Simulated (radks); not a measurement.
Species: Ar8+. Configuration: [Ne]. All-electron calculation, non-relativistic Kohn-Sham, LB94 model potential, spin-unpolarised, spherical densities, point nucleus. Program: a radial shooting solver on a logarithmic mesh with Libxc functionals.

Normalised radial functions P(r) = r R(r), r in bohr:

r,1s,2p
0.002797,0.3967,0.0014
0.003129,0.4411,0.0018
0.0035,0.4901,0.0023
0.003946,0.5481,0.0029
0.004413,0.6080,0.0036
0.004936,0.6736,0.0044
0.005521,0.7456,0.0055
0.006225,0.8301,0.0070
0.006963,0.9162,0.0086
0.007788,1.0097,0.0107
0.008711,1.1108,0.0133
0.009744,1.2197,0.0165
0.01099,1.3448,0.0208
0.01229,1.4695,0.0257
0.01374,1.6013,0.0317
0.01537,1.7395,0.0391
0.01733,1.8936,0.0489
0.01939,2.0415,0.0600
0.02169,2.1914,0.0736
0.02426,2.3411,0.0900
0.02713,2.4875,0.1098
0.03059,2.6367,0.1354
0.03421,2.7647,0.1642
0.03827,2.8770,0.1983
0.0428,2.9688,0.2385
0.04826,3.0383,0.2893
0.05398,3.0709,0.3446
0.06038,3.0674,0.4083
0.06753,3.0238,0.4808
0.07554,2.9374,0.5624
0.08517,2.7960,0.6597
0.09526,2.6198,0.7591
0.1066,2.4048,0.8655
0.1192,2.1574,0.9770
0.1344,1.8668,1.0989
0.1503,1.5835,1.2113
0.1681,1.3012,1.3177
0.188,1.0323,1.4134
0.2103,0.7875,1.4928
0.2371,0.5615,1.5537
0.2652,0.3895,1.5825
0.2967,0.2559,1.5798
0.3318,0.1584,1.5430
0.3741,0.0879,1.4649
0.4185,0.0470,1.3580
0.4681,0.0231,1.2227
0.5236,0.0104,1.0660
0.5856,0.0042,0.8965
0.6603,0.0014,0.7123
0.7385,0.0004,0.5485
0.826,0.0001,0.4014
0.9239,0.0000,0.2776
1.042,0.0000,0.1741
1.165,0.0000,0.1046
1.303,0.0000,0.0580
1.458,0.0000,0.0294
1.63,0.0000,0.0135
1.838,0.0000,0.0051
2.056,0.0000,0.0018
2.3,0.0000,0.0006
2.572,0.0000,0.0002
2.9,0.0000,0.0000
3.244,0.0000,0.0000
3.629,0.0000,0.0000

1s: eigenvalue -3338.2 eV, 0 radial nodes, <r> = 0.0859 bohr, 90 % of the charge inside 0.153 bohr. 2p: eigenvalue -415.68 eV, 0 radial nodes, <r> = 0.370 bohr, 90 % of the charge inside 0.612 bohr.
